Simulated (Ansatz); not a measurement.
The inner images of a band of Cl2GaH + H2 (6 atoms, charge 0, multiplicity 1) are given out of order.

Computed with RKS BLYP-D4/def2-SVP (Ansatz 0.2.0).

Image 0:

```xyz
6
Properties=species:S:1:pos:R:3
Ga -0.009 0.286 0.137
Cl -0.092 0.869 2.229
H 1.334 -0.044 -0.583
Cl -1.910 0.309 -0.912
H -0.227 -2.487 0.634
H -0.119 -2.188 1.333
```

Image 6:

```xyz
6
Properties=species:S:1:pos:R:3
Ga 0.290 -0.885 -0.237
Cl -0.053 -0.120 2.443
H 1.359 0.182 -0.660
Cl -1.827 -0.123 -0.410
H 0.366 -2.440 -0.044
H -1.157 0.132 1.746
```

**Question.** Put them in order from the first end to the last, with their energies above the first end.
A.
```xyz
6
Properties=species:S:1:pos:R:3
Ga 0.021 -0.564 -0.336
Cl -0.128 0.074 2.457
H 1.335 0.205 -0.715
Cl -1.880 0.256 -1.055
H -0.106 -2.021 0.277
H -0.266 -1.204 2.210
```
B.
```xyz
6
Properties=species:S:1:pos:R:3
Ga -0.022 -0.365 -0.124
Cl -0.111 0.030 2.378
H 1.380 0.050 -0.662
Cl -1.931 0.222 -0.978
H -0.165 -1.897 0.634
H -0.173 -1.295 1.590
```
C.
```xyz
6
Properties=species:S:1:pos:R:3
Ga 0.130 -0.653 -0.405
Cl 0.011 0.077 2.358
H 1.355 0.281 -0.713
Cl -1.838 0.143 -0.996
H 0.104 -2.175 -0.003
H -0.784 -0.928 2.598
```
D.
```xyz
6
Properties=species:S:1:pos:R:3
Ga -0.010 0.028 0.104
Cl -0.083 0.405 2.290
H 1.355 -0.047 -0.651
Cl -1.909 0.206 -0.940
H -0.193 -2.130 0.685
H -0.183 -1.717 1.350
```
E.
```xyz
6
Properties=species:S:1:pos:R:3
Ga 0.245 -0.783 -0.355
Cl 0.055 -0.015 2.398
H 1.407 0.208 -0.720
Cl -1.797 -0.034 -0.766
H 0.277 -2.316 -0.008
H -1.211 -0.315 2.290
```

**Answer.** D (+4.7 kcal/mol), B (+28.0 kcal/mol), A (+20.6 kcal/mol), C (+19.2 kcal/mol), E (+18.3 kcal/mol).

Run time: 59 s on 2 threads of Arm Neoverse V2 (shared host), peak memory 0.14 GiB.
